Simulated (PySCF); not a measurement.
Ligand exchange on a metal centre used in film growth or etching (Hf Br-H). All species are isolated molecules in the gas phase.

Level of theory: PBE-D3(BJ)/def2-TZVP // TPSS-D3(BJ)/def2-SVP run with PySCF. All candidates: neutral, multiplicity 1. 

```yaml
HOMO–LUMO gap: 4.07 eV
dipole_moment: 0.31 D
LUMO: -3.19 eV
```

Question: Identify which member has these values.
(A) [Hf(Br)3(H)]
(B) [Hf(Br)(H)3]
(C) [Hf(Br)4]

Answer: B, [Hf(Br)(H)3]. The others give [Hf(Br)3(H)]: 4.45 eV, 0.37 D, -3.24 eV; [Hf(Br)4]: 4.45 eV, 0.00 D, -3.21 eV
